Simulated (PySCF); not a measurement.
Predicted microwave data (PySCF 2.14.0, PBE0-D3(BJ)/def2-SVP geometry optimisation, gas phase) for one isomer of C2H5F3Si:

```
Rotational constants : A = 5114, B = 1697, C = 1690 MHz
Dipole components    : |μa| = 1.50 D, |μb| = 1.35 D, |μc| = 0.00 D
Inertial defect      : -97.51 u·Å²
κ                    : -1.00
```

Problem. Which structure is it? (One computed conformer of each.)
A. `C[SiH2]C(F)(F)F`
B. `CC[Si](F)(F)F`
C. `FC(F)(F)C[SiH3]`

Solution. C. It is FC(F)(F)C[SiH3]. The candidates at the same level (rigid rotor, commonest isotopes):

```csv
SMILES,A (MHz),B (MHz),C (MHz),μa (D),μb (D),μc (D),Δ (u·Å²),point group,rotor
C[SiH2]C(F)(F)F,4277,1968,1823,2.43,0.19,0.00,-97.72,–,asymmetric top
CC[Si](F)(F)F,3747,2043,2019,2.42,1.18,0.03,-132.04,–,–
FC(F)(F)C[SiH3],5114,1697,1690,1.50,1.35,0.00,-97.51,–,–
```

`C[SiH2]C(F)(F)F` has A 16 % too low; `CC[Si](F)(F)F` has A 27 % too low. No structure here is proved a minimum.

Shape of the structure used: `[F:1][C:2]([F:3])([F:4])[CH2:5][SiH3:6]`: F1–C2–C5–Si6 61°.
